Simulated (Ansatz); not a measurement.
Gas-phase electronic energies from Ansatz, PBE0-D4/def2-TZVP geometries. CCSD(T)/CBS adds triple-zeta CCSD(T) − MP2 to the extrapolated MP2 energy (def2 sets, frozen cores). This one scheme is used for every species, atoms too. DFT in def2-TZVPP. Open shells (•) are unrestricted, without spin–orbit coupling. Spin–orbit coupling would lower the free atoms: a little for F. For Zn outer-core shells are correlated without core-valence functions, so the limit isn't a true one: a few kJ/mol of doubt a bond, and 10 to 20 or more in all where bonds break to atoms. Scalar relativity is left out up to krypton. One conformer a species, not always the lowest.

Reaction (atomization): `N[PH][Zn][F]` → F• + 3 H• + N• + P• + Zn (atom)

| level | ΔE (kJ/mol) |
| --- | --- |
| PBE-D4 | 2005.2 |
| B2PLYP | 1917.9 |
| PBE | 1992.6 |
| BLYP | 1937.8 |
| r2SCAN0 | 1892.6 |
| BHLYP | 1842.0 |
| MP2/def2-SVP | 1754.3 |
| SCS-MP2/def2-TZVPP | 1897.9 |

Task: What does CCSD(T)/CBS give? (An estimate is asked.)

Result: Computed: +1948.7 kJ/mol. The listed levels differ from it by 56.5, -30.8, 43.9, -10.9, -56.1, -106.7, -194.4, -50.8 kJ/mol.

Largest T1 diagnostic among the species: 0.017.

At CCSD(T), def2-SVP lies −236.8 kJ/mol from the extrapolated value and def2-TZVPP −93.5 kJ/mol: correlation converges slowly with the basis, and small sets miss more of it in the bonded molecule than in its fragments. From r2SCAN to r2SCAN0 (25 % exact exchange), in def2-TZVPP and without D4, ΔE moves by −58.1 kJ/mol: exact exchange takes away binding that semilocal exchange gives to molecules. The D4 term adds +20.6 kJ/mol with B3LYP and +10.6 kJ/mol with PBE0; it sums over pairs of atoms, weighted by their polarisabilities, and B3LYP, whose exchange is more repulsive, gets the larger term.

B3LYP here is the variant with VWN-RPA as its local correlation; programs differ in this.

For atomizations the MP2-based limit and the directly extrapolated one differ by several kJ/mol either way, and by 10 to 25 for some Ge, Se and Sn compounds, so smaller differences from it don't rank the levels.
